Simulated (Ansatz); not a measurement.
Reaction (redistribution): `[CH3][Ge][NH2]` + `[CH3][Mo](=[O])(=[O])[Cl]` → `[CH3][Ge][Cl]` + `[CH3][Mo]([NH2])(=[O])=[O]`

Gas-phase electronic energies from Ansatz, PBE0-D4/def2-TZVP geometries. CCSD(T)/CBS is the MP2 limit (def2-TZVPP, def2-QZVPP) plus CCSD(T) − MP2 in def2-TZVPP, frozen cores. Functionals use def2-TZVPP. def2 core potentials past Kr. For Ge, Mo outer-core shells are correlated without core-valence functions, which leaves a few kJ/mol of doubt a bond. Scalar relativity is left out up to krypton. One conformer a species, not always the lowest.

(1) Is it downhill or uphill in electronic energy at CCSD(T)/CBS, and by how much? (An estimate is asked.)

(2) What do these levels give: CAM-B3LYP-D4, ωB97X-V, revPBE, r2SCANh, r2SCAN0, MP2/def2-SVP? (An estimate is asked.)

Largest T1 diagnostic among the species: 0.025, so the coupled-cluster value is less sure than usual.

Results:

(1) The calculation gave: Uphill: ΔE = +5.1 kJ/mol.

(2) The calculation gave: CAM-B3LYP-D4 -3.9, ωB97X-V -2.0, revPBE -2.6, r2SCANh 2.2, r2SCAN0 0.5, MP2/def2-SVP 23.2 kJ/mol.

In def2-TZVPP, CCSD(T) changes the Hartree–Fock value by +14.4 kJ/mol (the triples alone add +3.5 kJ/mol) and MP2 by +31.5 kJ/mol. Leaving LDA and LC-ωPBE aside and taking each functional with its dispersion term where it has one, the values, not all of them listed here, spread over 14.2 kJ/mol, from BHLYP-D4 to PBE-QIDH.
